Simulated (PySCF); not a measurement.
Isomers of C6H12Se, one conformer each; single-point electronic energies without zero-point terms and without any empirical dispersion term.

Computed with PySCF at B3LYP/def2-SVPD, non-relativistic, each on one gas-phase PBE0-D3(BJ)/def2-SVP geometry that isn't relaxed in the solvent. The solvent is an IEF-PCM continuum (van der Waals radii × 1.2). Specific hydrogen bonds and non-electrostatic terms are outside this model. Spin–orbit coupling is left out although an atom past zinc is present.

```csv
isomer,"relative energy, gas (kcal/mol)",dipole (D)
`CC(C)[C@@H]1CC[Se]1`,0.0,1.89
`CCC[C@@H]1CC[Se]1`,0.9,1.79
`C=CCC[Se]CC`,6.6,1.54
```

How do the relative energies look in chloroform (ε = 4.711)?

```json
{"isomer": "`CC(C)[C@@H]1CC[Se]1`", "relative energy, solvent (kcal/mol)": "0.0", "E(solvent) − E(gas) (kcal/mol)": "-2.1", "dipole in solvent (D)": "2.54"}
{"isomer": "`CCC[C@@H]1CC[Se]1`", "relative energy, solvent (kcal/mol)": "1.1", "E(solvent) − E(gas) (kcal/mol)": "-1.9", "dipole in solvent (D)": "2.44"}
{"isomer": "`C=CCC[Se]CC`", "relative energy, solvent (kcal/mol)": "5.9", "E(solvent) − E(gas) (kcal/mol)": "-2.7", "dipole in solvent (D)": "2.05"}
```

The order is unchanged. Conformers: `[CH3:1][CH:2]([CH3:3])[C@@H:4]1[CH2:5][CH2:6][Se:7]1` with C1–C2–C4–C5 169°, C2–C4–C5–C6 -141°, C4–C5–C6–Se7 20°, C5–C6–Se7–C4 -16°, C2–C4–Se7–C6 138°; `[CH3:1][CH2:2][CH2:3][C@@H:4]1[CH2:5][CH2:6][Se:7]1` with C1–C2–C3–C4 180°, C2–C3–C4–C5 171°, C3–C4–C5–C6 -98°, C4–C5–C6–Se7 -19°, C5–C6–Se7–C4 15°, C3–C4–Se7–C6 103°; `[CH2:1]=[CH:2][CH2:3][CH2:4][Se:5][CH2:6][CH3:7]` with C1–C2–C3–C4 -117°, C2–C3–C4–Se5 179°, C3–C4–Se5–C6 64°, C4–Se5–C6–C7 63°. `C=CCC[Se]CC` gains most from the continuum, while `CC(C)[C@@H]1CC[Se]1` has the largest gas-phase dipole. The gains span 0.8 kcal/mol, the gas-phase energies 6.6 kcal/mol.
